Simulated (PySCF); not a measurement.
# Predicted spectroscopic data

[PySCF: σ from GIAO-PBE0/pcSseg-1; geometry: GFN2-xTB; one averaged value for each set of equivalent atoms; a single conformation; non-relativistic; isolated molecule]

Scale: ¹H (σ = 31.72 ppm), ¹³C (σ = 186.93 ppm) against TMS (reference shieldings calculated alike). Splittings of carbon signals by F and P are missing where no couplings were computed. Where no couplings were computed, multiplicities follow the n + 1 count of equivalent neighbours, and m marks all less simple cases (inequivalent or close neighbours, rings, F or P nearby). Shifts are as computed. Against solution values, carbons near 30 ppm lie about +3 ppm off and those near 130 ppm about +5 ppm. Of 1211 compounds with measured shifts, 218 miss one by over three times the rms of a fit or turn the order of signals round; such compounds aren't used in these exercises.

Compound 1 (C₅H₇FNP). ¹H NMR (400 MHz, computed): δ 2.93 (s, 6H), 2.70 (m, 1H). ¹³C{¹H} NMR (computed): δ 215.7 (C), 105.0 (CH), 82.8 (C), 37.8 (CH3). Structure: `InChI=1S/C5H7FNP/c1-4-8-5(6)7(2)3/h1H,2-3H3`.

Compound 2 (C₄H₉OP). ¹H NMR (400 MHz, computed): δ 9.18 (m, 1H), 4.41 (m, 2H), 3.57 (s, 3H), 2.71 (m, 3H). ¹³C{¹H} NMR (computed): δ 211.2, 72.9, 60.6, 25.7. Structure: `InChI=1S/C4H9OP/c1-3-6-4-5-2/h3H,4H2,1-2H3`.

Compound 3 (C₆H₇N₃). ¹H NMR (400 MHz, computed): δ 7.49 (s, 1H), 5.13 (d, 2H), 2.53 (s, 3H), 1.80 (t, 1H). ¹³C{¹H} NMR (computed): δ 149.6 (C), 138.7 (CH), 83.1 (C), 81.3 (CH), 45.4 (CH2), 13.0 (CH3). Structure: SMILES c1(C)cnn(CC#C)n1.
